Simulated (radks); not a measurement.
Problem. The mean radii <r> (bohr) of the occupied orbitals of an atom or ion are listed with their occupations. Calculated with a radial shooting solver on a logarithmic mesh with Libxc functionals: Dirac Kohn-Sham, BLYP, spin-unpolarised, spherical densities, finite nucleus; Fermi nuclear charge, rms radius of each element as measured or else 0.836 A^(1/3) + 0.57 fm.

orbital  occ.      <r>
1s1/2       2  0.01899
2s1/2       2  0.07961
2p1/2       2  0.06596
2p3/2       4  0.07364
3s1/2       2   0.2043
3p1/2       2   0.1939
3p3/2       4   0.2072
3d3/2       4   0.1808
3d5/2       6   0.1849
4s1/2       1   0.4060

Name the element and its charge. Open shells, if any, fill j = l - 1/2 first.

Solution. Z = 72, hafnium, charge +43: Hf43+ in [Ar] 3d10 4s1. The 1s radius gives Z: for a bare nucleus <r> = (2 gamma + 1)/(2Z) with gamma = sqrt(1 - (Z/c)^2), 0.01876 bohr for Z = 72, and screening makes it slightly larger (0.01899 here). The occupations add up to 29, and the charge is Z minus that.
